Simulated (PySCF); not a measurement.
CH₉NO₂Si₂, SMILES CN[SiH2]O[SiH2]O.

The structure is a stationary point at PBE-D3(BJ)/def2-SVP. The structure was generated by enumeration, and PubChem lists no compound with its InChIKey, so it may never have been made. One conformer was computed; it need not be the lowest.

These are PySCF with PBE-D3(BJ)/def2-SVP values and carry that method's errors.

Frequencies are harmonic and unscaled.

Computed harmonic wavenumbers and intensities:
```tsv
mode	ν (cm⁻¹)	IR (km/mol)	moving atoms (share of kinetic energy)
1	42	0.6	O 40 %, H 27 %, Si 20 %, C 12 %
2	80	1.6	O 37 %, H 33 %, Si 24 %
3	84	0.5	O 53 %, N 20 %, C 11 %, H 9 %
4	120	0.9	C 37 %, H 31 %, Si 14 %, N 10 %, O 8 %
5	165	5.9	H 92 %
6	224	1.9	H 42 %, N 19 %, C 16 %, O 12 %, Si 10 %
7	254	27.9	H 62 %, O 18 %, Si 11 %
8	300	113.4	H 38 %, O 22 %, N 20 %, Si 18 %
9	379	30.4	O 52 %, Si 20 %, H 16 %, N 12 %
10	434	118.5	H 84 %, N 12 %
11	591	1.3	Si 52 %, H 27 %, O 18 %
12	628	17.8	H 61 %, Si 22 %, O 13 %
13	633	95.7	H 67 %, Si 19 %
14	741	9.6	H 85 %
15	759	37.3	H 63 %, N 13 %, Si 12 %
16	788	8.0	H 70 %, N 17 %
17	814	80.0	O 49 %, H 32 %, Si 17 %
18	864	354.1	H 75 %, Si 15 %, O 10 %
19	882	180.5	H 76 %, Si 14 %, O 10 %
20	898	162.9	H 89 %, Si 10 %
21	932	125.8	H 84 %, Si 13 %
22	949	156.1	H 73 %, Si 19 %
23	1008	285.7	O 68 %, Si 17 %, H 15 %
24	1067	6.9	H 82 %, C 11 %
25	1109	8.6	H 75 %, C 19 %
26	1133	90.4	N 44 %, C 35 %, H 20 %
27	1348	38.5	H 67 %, N 22 %, C 10 %
28	1396	6.9	H 88 %, C 12 %
29	1419	2.2	H 95 %
30	1449	10.5	H 96 %
31	2180	147.6	H 97 %
32	2185	110.7	H 97 %
33	2193	65.8	H 96 %
34	2195	200.1	H 96 %
35	2929	61.6	H 97 %
36	3005	22.4	H 91 %, C 9 %
37	3035	21.3	H 91 %, C 9 %
38	3512	17.9	H 93 %
39	3758	67.2	H 94 %
```
